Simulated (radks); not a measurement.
Task: Neutral magnesium, [Ne] 3s2. Method: non-relativistic Kohn-Sham, LDA (Slater exchange, Perdew-Wang correlation), spin-polarised, spherical densities, point nucleus; computed with a radial shooting solver on a logarithmic mesh with Libxc functionals. Every spin shell is full or empty, so the densities are truly spherical. Functionals are evaluated on that one density, not self-consistently. Rank these orbital-free kinetic functionals by their error against the exact value of the orbitals, and give that value: Thomas-Fermi, TF + vW/9, Perdew 92, Thakkar, Pearson, LKT, DePristo-Kress, Ernzerhof.

Result: Exact: 198.540 hartree. From best to worst, with 100 (|E| - |E exact|)/|E exact| (equal figures are ties): Thakkar -0.08, Ernzerhof +0.14, DePristo-Kress -0.15, Perdew 92 -0.59, TF + vW/9 -0.61, Pearson -2.01, Thomas-Fermi -7.95, LKT +33.91.
